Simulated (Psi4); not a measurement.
Input for Psi4:
```
memory 2 GB

molecule mol {
0 1
  Si    0.274914   -0.988227    0.252362
  O     1.408567   -1.790154   -0.553531
  Br    0.989412    1.031579    0.807079
  O    -0.986300   -0.799549   -0.725553
  C    -2.150695   -0.034658   -0.560670
  C    -2.817340    0.169790   -1.910444
  H     0.050052   -1.721236    1.474884
  H     1.558783   -1.672559   -1.487932
  H    -2.823052   -0.563913    0.124554
  H    -1.895562    0.933807   -0.113028
  H    -3.729647    0.745292   -1.784257
  H    -3.059763   -0.791492   -2.356834
  H    -2.148958    0.706828   -2.578846
}

set basis def2-svpd
set reference rhf

energy('scf')
print_variables()
```

### Question
What does this run give for the number of basis functions, total energy, dipole moment, nuclear repulsion energy?

### Answer

The number of basis functions comes out as 207 and the total energy is -3090.4681 Eh. The dipole moment is 2.28 D and the nuclear repulsion energy is 535.5895 Eh.

### Question
Roughly what does it cost on one core?

### Answer
roughly 14 core-seconds.
